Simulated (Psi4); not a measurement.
C₃H₁₁Si₃, doublet, at a GFN2-xTB geometry. Base run: Psi4 with CCSD/STO-3G.

Here is a job for Psi4.
```
memory 2 GB

molecule mol {
0 2
C     1.513802    0.818092    0.505398
Si    1.637543   -0.926619   -0.130141
C    -0.041289   -1.750018    0.213746
Si   -1.560546   -0.844471   -0.488723
C    -1.261094    1.026719   -0.654965
Si   -0.074024    1.782017    0.622713
H     2.423279    1.303585    0.829845
H     2.728814   -1.651153    0.543360
H     1.906347   -0.942578   -1.579820
H    -0.029209   -2.770137   -0.166920
H    -0.160416   -1.836410    1.293727
H    -1.890535   -1.396516   -1.813823
H    -2.711497   -1.078561    0.399958
H    -2.218685    1.543355   -0.612399
H    -0.859049    1.224678   -1.648597
H     0.161526    3.209484    0.344748
H    -0.660722    1.672524    1.970968
}

set {
  basis sto-3g
  reference uhf
}

energy('ccsd')
print_variables()
```

Variants of this job, named by their change:

```tsv
change	ΔE vs base (mEh)	MP2 correlation (Eh)	CC correlation without the perturbative part (Eh)	basis functions	core-seconds (rough)	outcome
base	0.000	-0.26924	-0.35496	53	40	converged
freeze_core = on	11.021	-0.25693	-0.34393	53	10	converged
cc_type = df	?	-0.26917	?	53	50	converged
method = omp2	83.234	-0.26917	-	53	20	converged
method = lccd	-4.727	-0.26924	-	53	20	converged
method = mp3	?	-0.26917	-	53	8	converged
method = ccsd(t)	-3.890	-0.26924	-0.35496	53	100	converged
puream = on	0.000	-0.26924	-0.35496	53	40	converged
method = cisd	-	-	-	-	-	input refused
method = scs-mp2	59.746	-0.26924	-	53	8	converged
```

Task: What belongs in the gaps?

Result: 
- cc_type = df, ΔE vs base (mEh): -1.191
- cc_type = df, CC correlation without the perturbative part (Eh): -0.35495
- method = mp3, ΔE vs base (mEh): 27.133

Open shells are given as the SCF converged; they aren't shown to be the lowest states, and a large step between rows can be another state.

- method = cisd: ended with `psi4.driver.p4util.exceptions.MissingMethodError: Method=cisd is not available for any derivative level under conditions CI_TYPE=CONV, REFERENCE=UHF, FREEZE_CORE=FALSE, QC_MODULE=(auto). See https://psicode.org/psi4manual/master/introduction.html#ss-cisd. Or d`
